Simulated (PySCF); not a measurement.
Compound: C₅H₇NO₃.
SMILES: `CN(C)C1=COC(=O)O1`

Method used: TDDFT PBE0/def2-SVPD, vertical, gas phase, core orbitals frozen in the response (PySCF 2.14.0, density-fitted response routines). Isolated species at its GFN2-xTB geometry, gas phase. Torsions of this conformer, `[CH3:1][N:2]([CH3:3])[c:4]1[cH:5][o:6][c:7](=[O:8])[o:9]1`: C1–N2–C4–C5 -13°.

```csv
state,λ (nm),E (eV),f,|μ| (D),"main configurations (H = HOMO, L = LUMO)"
S1,238.8,5.19,0.045,1.52,H→L (93%)
S2,213.7,5.80,0.0003,0.12,"H→L+2 (68%), H→L+3 (17%), H→L+1 (10%)"
S3,210.6,5.89,0.114,2.26,"H→L+3 (80%), H→L+2 (15%)"
S4,203.3,6.10,0.045,1.40,"H→L+4 (55%), H→L+1 (34%)"
S5,196.3,6.32,0.187,2.79,"H→L+1 (47%), H→L+4 (40%)"
S6,186.1,6.66,0.0084,0.58,H→L+5 (87%)
```

Triplets, Tamm–Dancoff:

```
state  E (eV)  λ (nm)  main configurations (H = HOMO, L = LUMO)
   T1    4.08   304.2                    H→L+1 (56%), H→L (31%)
   T2    5.11   242.7                  H→L+3 (53%), H→L+2 (30%)
```

The lowest singlet lies at 5.19 eV (239 nm, ultraviolet) and is of moderate strength; its leading configuration is HOMO→LUMO (93%). The most intense listed level is S5 at 6.32 eV (196 nm, f = 0.187), 1.12 eV above S1. Löwdin shares by element: HOMO carbon 42% or more, nitrogen 23%, oxygen 12% or more (atoms not listed hold the other 23%); LUMO carbon 52% or more (atoms not listed hold the other 48%). Weighted by f, the mean energy of these states is 6.05 eV. The listed states span 1.47 eV, and the widest gap between neighbours is 0.61 eV (S1 to S2). Orbital energies (eV): HOMO-3 -10.64, HOMO-2 -8.82, HOMO-1 -8.56, HOMO -6.07, LUMO 0.18, LUMO+1 0.82, LUMO+2 0.87. Singlets were solved by full linear response, triplets in the Tamm–Dancoff approximation.
